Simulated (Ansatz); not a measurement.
A nudged elastic band was laid between two geometries of CH$_{6}$SbSi (9 atoms, charge 1, multiplicity 1).

Theory: RHF/def2-SVP in Ansatz.

```
movable images  : 9
climbing image  : yes
spring          : 5.0 eV/Å²
optimiser       : quadratic models (default)
start path      : through a guess of the saddle point
force threshold : 0.05 eV/Å
iteration limit : 60
end points      : relaxed
```

Initial state:

```xyz
9
Properties=species:S:1:pos:R:3
Si -0.634 1.177 -0.849
C 0.466 -0.349 -0.338
Sb 1.147 -0.960 1.590
H -1.787 0.478 -1.446
H 0.177 1.929 -1.819
H -0.954 1.921 0.375
H 0.907 -0.899 -1.172
H 0.999 -2.611 1.291
H -0.322 -0.687 2.368
```

Final state:

```xyz
9
Properties=species:S:1:pos:R:3
Si -0.661 1.158 -0.850
C 0.109 -0.563 -0.360
Sb 0.168 -1.541 1.536
H -1.618 0.865 -1.927
H 0.554 1.862 -1.301
H -1.267 1.730 0.359
H 0.449 -1.173 -1.200
H 0.555 -0.156 2.411
H 1.712 -2.181 1.332
```

(1) Which bonds break or form, and what moves?

(2) Give the energies along the band, and the barrier.

(3) What is the geometry of the highest image?

(4) What are the harmonic wavenumbers there?

Results:

(1) No bond is made or broken. The dihedral Si1–C2–Sb3–H8 goes from 143 to -43°. The two ends are copies of one structure, up to a mirror image or an exchange of like atoms.

(2) The forces met the threshold. The highest image is number 5 of 0 to 10, 7.5 kcal/mol above the ends, which have the same energy within 2 meV. A vibrational analysis at the climbing image gives one clearly imaginary mode, 195i cm⁻¹: a first-order saddle point. Limits of this set-up: the dipole of an ion depends on the origin.

```
image  path coordinate (Å)  energy (kcal/mol)  dihedral Si1–C2–Sb3–H8 (°)
    0                 0.00                0.0                         143
    1                 0.59                0.7                         160
    2                 1.18                2.7                         177
    3                 1.77                4.9                        -166
    4                 2.36                6.7                        -147
    5                 2.94                7.5                        -128
    6                 3.59                6.6                        -106
    7                 4.23                4.4                         -85
    8                 4.87                1.8                         -64
    9                 5.51                0.3                         -46
   10                 6.16                0.0                         -43
```

(3) 
```xyz
9
Properties=species:S:1:pos:R:3:forces:R:3
Si -0.569 1.315 -0.938 -0.01 -0.01 0.00
C -0.054 -0.367 -0.110 0.01 0.01 -0.01
Sb 0.777 -0.785 1.967 0.00 0.00 0.00
H -1.724 1.030 -1.800 0.00 0.00 0.00
H 0.692 1.551 -1.675 0.01 0.00 0.00
H -0.819 2.287 0.132 0.00 0.00 0.00
H -0.108 -1.245 -0.758 -0.01 0.00 0.00
H 2.031 -1.629 1.193 0.00 0.00 0.00
H -0.225 -2.156 1.988 0.00 0.00 0.00
```

(4) 195i, 63, 141, 353, 425, 573, 622, 686, 761, 834, 906, 959, 977, 1013, 1116, 2089, 2093, 2352, 2408, 2426, 3299 cm⁻¹.

Time of the run: 6 min on 1 thread of Arm Neoverse V1, on a shared host, peak memory 0.19 GiB.
